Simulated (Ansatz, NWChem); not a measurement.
# Heat of formation of C2H3Br (vinyl bromide) from total energies

C2H3Br has 6 atoms, charge 0, and is taken as a singlet. As SMILES, `C=CBr`. The shape is that of a PBE0-D4/def2-TZVP optimisation.

Total energies at r2SCAN/aug-cc-pVDZ (NWChem 7.3.0); the atoms run unrestricted:

```tsv
species	state	energy (Eh)
C2H3Br	singlet	-2652.059116
C	triplet	-37.827842
Br	doublet	-2574.067512
H	doublet	-0.499471
```

Harmonic wavenumbers at PBE0-D4/def2-TZVP, in cm⁻¹: 349, 607, 626, 940, 982, 1019, 1280, 1403, 1677, 3165, 3227, 3261.

Measured heats of formation of the gaseous atoms at 298.15 K, in kJ/mol: C 716.9, Br 111.9, H 218.0. Spin-orbit lowering of the atoms at 298 K (mean of the ground term's levels less their thermal mean, from spectra), in kJ/mol: C 0.02, Br 14.69. Take 1 Eh = 2625.50 kJ/mol, 1 cm⁻¹ = 0.0119627 kJ/mol, RT = 2.479 kJ/mol.

Question: What heat of formation follows?

Answer: 
1. Electronic atomisation energy: 2 × (-37.827842) + (-2574.067512) + 3 × (-0.499471) − (-2652.059116) = 0.837507 Eh = 2198.9 kJ/mol.
2. Zero-point energy: half the sum of the wavenumbers, 9268 cm⁻¹ = 110.9 kJ/mol.
3. Thermal vibrational enthalpy, Σ hcν̃/(exp(hcν̃/kT) − 1): 2.1 kJ/mol. Translation, rotation and pV of a non-linear molecule: 4 RT = 9.9 kJ/mol.
4. The 6 free atoms carry 5/2 RT each: 37.2 kJ/mol.
5. Spin-orbit coupling lowers the free atoms by 2 × 0.02 + 14.69 = 14.7 kJ/mol.
6. Atomisation enthalpy at 298 K: 2198.9 − 14.7 − 110.9 − 2.1 − 9.9 + 37.2 = 2098.5 kJ/mol.
7. Sum of the atoms' heats of formation: 2199.7 kJ/mol. Heat of formation: 2199.7 − 2098.5 = +101.2 kJ/mol.

The tabulated value is +73.7 kJ/mol (Active Thermochemical Tables), so this level is off by +27.5 kJ/mol, or 1.3 % of the atomisation enthalpy that the table implies (2125.9 kJ/mol). Relativity is left out. Anharmonicity and any spin-orbit splitting of the molecule are left out.
